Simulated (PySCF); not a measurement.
# Predicted spectroscopic data

Theoretical values (PySCF 2.14): geometry from GFN2-xTB, shieldings: GIAO PBE0/pcSseg-1. Relativity neglected, isolated molecule, equivalent nuclei averaged, single conformer.

Chemical shifts δ = σref − σ; $^{1}$H, $^{13}$C vs TMS, all at this level. Splittings of carbon signals by F and P are missing where no couplings were computed. Where no couplings were computed, multiplicities follow the n + 1 count of equivalent neighbours, and m marks all less simple cases (inequivalent or close neighbours, rings, F or P nearby). Shifts are as computed. Against solution values, carbons near 30 ppm lie about +3 ppm off and those near 130 ppm about +5 ppm. Of 1211 compounds with measured shifts, 218 miss one by over three times the rms of a fit or turn the order of signals round; such compounds aren't used in these exercises. OH and NH positions are gas-phase values without hydrogen bonding to other molecules.

Compound 1 (C7H6N2). $^{1}$H NMR (400 MHz, computed): δ 7.70 (d, 1H), 7.55 (m, 1H), 6.87 (m, 1H), 6.77 (d, 1H), 4.40 (br s, 2H). $^{13}$C{$^{1}$H} NMR (computed): δ 155.5 (C), 141.0 (CH), 139.5 (CH), 122.8 (C), 121.3 (CH), 116.5 (CH), 97.0 (C). Structure: anthranilonitrile (c1(C#N)ccccc1N).

Compound 2 (C4H2F2O2). $^{1}$H NMR (400 MHz, computed): δ 6.07 (m, 2H). $^{13}$C{$^{1}$H} NMR (computed): δ 166.3, 114.1. Structure: SMILES FC1=COC(F)=CO1.

Compound 3 (C7H6N2). $^{1}$H NMR (400 MHz, computed): δ 9.39 (d, 1H), 7.50 (d, 1H), 7.32 (m, 1H), 2.41 (s, 3H). $^{13}$C{$^{1}$H} NMR (computed): δ 151.7 (C), 151.6 (CH), 134.9 (CH), 128.7 (CH), 101.9 (C), 85.5 (C), 5.8 (CH3). Structure: SMILES CC#Cc1cccnn1.
